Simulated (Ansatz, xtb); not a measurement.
C6H7F: 5 structures ranked

5 gas-phase structures of C6H7F, from a drawn sample of its isomers (lower ones may exist). Each was relaxed with GFN2-xTB:

A. `C#C[C@H]1C[C@@H](F)C1`, a singlet
B. `C#C[C@H]1C[C@H](F)C1`, a singlet
C. `C#CC1(F)CCC1`, a singlet
D. `C#C[C@@H]1CC[C@H]1F`, a singlet
E. `C#C[C@@H]1CC[C@@H]1F`, a singlet

Estimate their order in r2SCAN-D4/def2-SVP energy at these geometries, lowest first.

Calculated order at r2SCAN-D4/def2-SVP: A (0.0), D (0.0), B (0.7), E (1.1), C (1.4) kcal/mol. Less than 1 kcal/mol parts A and D; D and B; B and E; E and C, so the order within those pairs means little.

Energies above the lowest of each column, in kcal/mol; the last columns are at B3LYP-D3(BJ)/def2-SVP geometries:

```csv
structure,GFN2-xTB,HF/STO-3G,r2SCAN-D4/def2-SVP,B3LYP-D3(BJ)/def2-SVP,CCSD(T)/def2-SVP + ΔMP2/def2-TZVPP
A,0.0,0.4,0.0,0.3,0.2
D,0.0,0.0,0.0,0.0,0.0
B,0.0,0.9,0.7,0.9,0.7
E,1.9,1.2,1.1,1.7,1.9
C,2.0,0.7,1.4,2.1,1.7
```

Every level run on D puts it lowest or level with the lowest. CCSD(T)/def2-SVP + ΔMP2/def2-TZVPP orders those it was run on as D (0.0), A (0.2), B (0.7), C (1.7), E (1.9) kcal/mol. Less than 1 kcal/mol parts D and A; A and B; B and C; C and E, so the order within those pairs means little. ΔMP2 is the change of the MP2 energy from the smaller to the larger basis.

Over these structures GFN2-xTB departs from r2SCAN-D4/def2-SVP by 0.5 kcal/mol on average once a common shift is removed. A GFN2-xTB relaxation took about 0.35 s and the r2SCAN-D4/def2-SVP energy about 6 s on a shared host (Ansatz 0.2.0, xtb 6.7.1).
